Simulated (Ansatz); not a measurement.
Cost and result for the atomization energy of CH$_{6}$FGeNO (`N[C](O)(F)[GeH3]`) (11 atoms, 10 bonds).

```tsv
atom	x (Å)	y (Å)	z (Å)
N1	0.4951	-0.9479	-1.0178
C2	-0.2244	-0.4447	0.1043
O3	-1.5832	-0.2515	-0.0807
F4	-0.0587	-1.4011	1.0967
Ge5	0.5434	1.2900	0.7376
H6	0.2710	-1.9225	-1.1926
H7	0.3122	-0.3960	-1.8449
H8	-1.9646	-1.0651	-0.4379
H9	0.6250	2.2372	-0.4706
H10	-0.3629	1.8882	1.8197
H11	1.9471	1.0135	1.2861
```

Charge 0, multiplicity 1. Correlated methods include outer-core shells of Ge, which these sets cover unevenly. Scalar relativity is left out up to krypton. The geometry is a stationary point of PBE0-D4/def2-TZVP. It is one conformer, not always the lowest. Program: Ansatz. All runs use 4 threads of an Arm Neoverse V1 on a shared host. Times are those of one run each, without the atoms' runs, and a repeat can differ threefold. Electronic energies, without spin–orbit coupling; frozen cores. CCSD(T)/CBS adds CCSD(T) − MP2 in def2-TZVPP to the MP2 limit, and its time is that of the two runs behind it. T1 = 0.012. With those shells the extrapolation isn't a true limit. B3LYP takes the VWN-RPA correlation (the form of Gaussian; ORCA's B3LYP/G).

CCSD(T)/CBS is a level of theory with its own doubt, some kJ/mol a heavy atom from the limit and from the frozen cores, so smaller differences don't rank the functionals.

```csv
level,functions,wall time,atomization (kJ/mol),difference from CCSD(T)/CBS,per bond
PBE-D4/def2-TZVPP (with forces),256,2.9 s,3769.9,78.6,7.9
PBE0-D4/def2-TZVPP,256,3.5 s,3667.5,-23.8,-2.4
r2SCAN-D4/def2-TZVPP (with forces),256,5.5 s,3682.1,-9.2,-0.9
B3LYP-D4/def2-TZVPP (with forces),256,5.5 s,3670.7,-20.6,-2.1
B2PLYP/def2-TZVPP,256,6.5 s,3630.9,-60.4,-6.0
ωB97X-V/def2-TZVPP,256,9.5 s,3705.0,13.7,1.4
ωB97M-V/def2-TZVPP (with forces),256,14 s,3687.8,-3.5,-0.4
MP2/def2-QZVPP,497,30 s,3705.9,14.6,1.5
CCSD(T)/def2-TZVPP,256,5.6 min,3586.8,-104.5,-10.5
CCSD(T)/CBS(def2),–,6.1 min,3691.3,0.0,0.0
```

The D4 term adds +33.2 kJ/mol with B3LYP and +17.2 kJ/mol with PBE0; it sums over pairs of atoms, weighted by their polarisabilities, and B3LYP, whose exchange is more repulsive, gets the larger term. From PBE to PBE0 (25 % exact exchange), in def2-TZVPP and without D4, the atomization energy moves by −99.0 kJ/mol: exact exchange takes away binding that semilocal exchange gives to molecules. In def2-TZVPP, CCSD(T) changes the Hartree–Fock value by +1127.0 kJ/mol (the triples alone add +65.5 kJ/mol) and MP2 by +1184.8 kJ/mol; breaking electron pairs costs correlation energy, which Hartree–Fock lacks.
